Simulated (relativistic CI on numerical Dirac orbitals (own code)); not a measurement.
# Fe³⁺ in a cubic cluster: 2p photoemission with charge transfer

Computed with a charge-transfer multiplet model of a cubic metal-ligand cluster with up to one ligand hole, Slater and spin-orbit integrals from Dirac-Coulomb-Breit ions, Slater integrals scaled by 0.8. The ground state mixes d5 with configurations of k ligand holes L, whose averages lie at kΔ + k(k − 1)U_dd/2; a core hole lowers each added d electron by U_cd. 20 K, Lorentzian 0.6 eV and Gaussian 0.8 eV FWHM.

Atomic integrals in eV (Slater integrals scaled, ζ unscaled), ground: F2dd 9.587, F4dd 5.993, zeta_d 0.056; with the core hole: F2dd 10.973, F4dd 6.899, zeta_d 0.083, zeta_core 8.126, F2cd 6.510, G1cd 4.989, G3cd 2.838.

Cluster parameters (eV): U_dd = 5.4, U_cd = 6.6, 10Dq = 1.25, 10Dq(ligand) = 0, V(eg) = 2.7, V(t2g) = -1.15, final-state hopping factor = 0.8.

```tsv
Case	n_d	d5	d6L	S
Δ = 4.2 eV	5.18	0.82	0.18	2.50
Δ = 6.2 eV	5.14	0.86	0.14	2.50
Δ = 7.2 eV	5.12	0.88	0.12	2.50
```

Weights, n_d and S are thermal averages at 20 K. Binding energies count from the first peak over 30 % of the highest in each spectrum, which can be another peak from case to case. The parameters are a model scan and need not match a compound or its usual spin state. Peaks in eV (height, largest 100):
- Δ = 4.2 eV: 0.0 (100), 1.1 (78), 7.2 (18), 14.1 (45), 15.4 (47), 21.1 (5), 22.4 (5)
- Δ = 6.2 eV: 0.0 (100), 1.3 (81), 5.6 (15), 7.7 (14), 14.2 (45), 15.5 (49)
- Δ = 7.2 eV: 0.0 (100), 1.3 (82), 6.0 (15), 8.2 (12), 14.2 (44), 15.5 (50)

For the case Δ = 4.2 eV, Δ = 4.2 eV is smaller than U_dd = 5.4 eV, the charge-transfer side of the Zaanen-Sawatzky-Allen scheme. With the core hole the configuration with one ligand hole lies at Δ − U_cd = -2.4, -0.4, 0.6 eV from the one without, in the order of the table; where this is negative the screened configuration lies lower, though the effective hopping of about 3.3 eV (from the holes of the mixed ground state) mixes the two strongly wherever it is as large as the gap.

With at most 1 ligand hole the space is cut while the next configuration still counts, so covalency is underestimated, and a final configuration with one more ligand hole, which can lie low, is missing from the spectra.
